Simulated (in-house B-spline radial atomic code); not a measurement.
# PBEsol excitations of the calcium ion Ca⁸⁺

Method: PBEsol. Computed with a B-spline radial code for spherical atoms: linear response of the closed shell [Ne] 3s2 with the functional's adiabatic kernel; non-relativistic, point nucleus, no spin-orbit coupling, no double excitations, S, P, D and F terms only.

Command:
```bash
python run_td.py task.json out
```
Settings (radii: box in bohr, nucleus in fm):
```
Z                        20
electrons                12
configuration            [Ne] 3s2
hamiltonian              nr
method                   pbesol
box_radius               11.59
intervals                50
```

Time taken, with all properties: 0.3 s on 1 thread of Arm Neoverse N1 (shared host).

The lowest states, in the order of their Tamm-Dancoff energies; the method's threshold (minus the highest occupied level) is 177.77 eV. Labels give the largest channel, * marks a mixed state, and oscillator strengths are full-response dipole values. Semilocal kernels can invert the small singlet-triplet splittings of Rydberg terms. Energies in eV:

```tsv
state	full response	Tamm-Dancoff	oscillator strength
3s → 3p 3P	16.602	17.014	-
3s → 3p 1P	25.914	26.784	0.999
3s → 3d 3D	47.17	47.33	-
3s → 3d 1D	?	?	-
3s → 4s 3S	93.08	93.09	-
3s → 4s 1S	94.93	94.97	-
3s → 4p 3P	?	?	-
3s → 4p 1P	101.32	101.35	0.283
3s → 4d 3D	111.41	111.42	-
3s → 4d 1D	111.65	111.66	-
```

Problem. Where does 3s → 4p 3P lie?

Solution. At 100.69 eV in full response, 100.70 eV in Tamm-Dancoff.

Problem. Where does 3s → 3d 1D lie?

Solution. At 51.31 eV in full response, 51.32 eV in Tamm-Dancoff.

Problem. How large is the singlet-triplet splitting of 3s → 3p (P terms) in Tamm-Dancoff?

Solution. 9.77 eV, from the unrounded values.

Problem. What polarisabilities and dispersion coefficient does the method give?

Solution. Dipole 1.155 bohr³, quadrupole 0.6617 bohr⁵, C6 1.033 hartree·bohr⁶ for two such species.
